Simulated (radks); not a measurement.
The numbers below are computed, except where a source is named.
Problem. Pb, 82 electrons, occupied as [Hg] 6p1 5f1 (not the ground configuration). Level of theory: Dirac Kohn-Sham, LDA (Slater exchange, Perdew-Wang correlation), spin-unpolarised, spherical densities, point nucleus; open shells fill j = l - 1/2 first (a radial shooting solver on a logarithmic mesh with Libxc functionals).

Spin-orbit splittings of the eigenvalues, e(l+1/2) - e(l-1/2), with zeta = 2 splitting/(2l+1) and mean radii in bohr:

| shell | occ. | splitting (eV) | zeta (eV) | <r> j=l-1/2 | <r> j=l+1/2 |
|---|---|---|---|---|---|
| 2p | 6 | 2188 | 1458 | 0.05489 | 0.06381 |
| 3p | 6 | 488.0 | 325.3 | 0.1645 | 0.1808 |
| 3d | 10 | 103.9 | 41.56 | 0.1570 | 0.1619 |
| 4p | 6 | 119.7 | 79.81 | 0.3854 | 0.4202 |
| 4d | 10 | 22.34 | 8.936 | 0.4248 | 0.4359 |
| 4f | 14 | 5.035 | 1.439 | 0.4509 | 0.4572 |
| 5p | 6 | 22.59 | 15.06 | 0.9116 | 1.005 |
| 5d | 10 | ? | ? | 1.276 | 1.325 |
| 5f | 1 | 6.099e-06 | 1.743e-06 | 17.34 | 17.34 |
| 6p | 1 | 1.868 | 1.246 | 2.764 | 3.108 |

Estimate the 5d splitting.

Solution. 2.608 eV (zeta = 1.043 eV).
